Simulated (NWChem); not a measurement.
MgCl₂; SMILES [Cl][Mg][Cl]

```xyz
3

Mg     0.0000     0.0000     0.0419
Cl     2.1930     0.0000     0.0421
Cl    -2.1930     0.0000     0.0421
```
Atoms are numbered in this order, from 1.

Program: NWChem. Geometry: optimised at PBE0/def2-SVP. GIAO values for the isolated, static molecule; σ is the absolute isotropic shielding.

Problem. Order these runs by computing time, cheapest first, and give rough ratios: B3LYP/pcSseg-0; B3LYP/pcSseg-3; B3LYP/pcSseg-2.

Solution. B3LYP/pcSseg-0 (1), B3LYP/pcSseg-2 (10), B3LYP/pcSseg-3 (50). Ratios are rough, from one shared machine; the cheapest took about 6 core-seconds (a rough figure). What differs between the cheapest and the dearest: σ Mg1 (ppm) 502.3 → 499.2; σ Cl2 (ppm) 1113.6 → 1066.7.
